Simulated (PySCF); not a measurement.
Coordinates in bohr (charge 0 multiplicity 1):
```
Ta   -1.7519    0.0000    0.0000
O    -3.6699    2.6861    0.0000
O    -3.6699   -2.6861    0.0000
I     3.4276    0.0000    0.0000
```

These are results of PySCF, PBE, basis Ta def2-SVP with ECP60, O def2-SVP, I def2-SVP with ECP28 (scalar-relativistic core potentials, no spin–orbit coupling, density fitting), not measurements.

This geometry of TaO₂I is a stationary point at this level.

(1) What is the point group?

(2) Is it a minimum?

(3) List the harmonic modes with their infrared intensities.

(4) What are the dipole moment and the gap between the highest occupied and lowest empty levels?

Results:

(1) C2v.

(2) No: it has 1 imaginary mode, at 114i cm⁻¹ (b1).

(3) 
| symmetry | ω (cm⁻¹) | IR (km/mol) |
| --- | --- | --- |
| b1 | 114i | – |
| b2 | 114 | 6.7 |
| a1 | 172 | 6.7 |
| a1 | 332 | 4.4 |
| b2 | 916 | 161 |
| a1 | 956 | 108 |

(4) 1.76 D and 1.68 eV.

This need not be the most stable arrangement of these atoms. At this level a singlet minimum of Cs symmetry lies 38 kJ/mol below this structure. No spin–orbit coupling is included, which matters more the heavier the element.
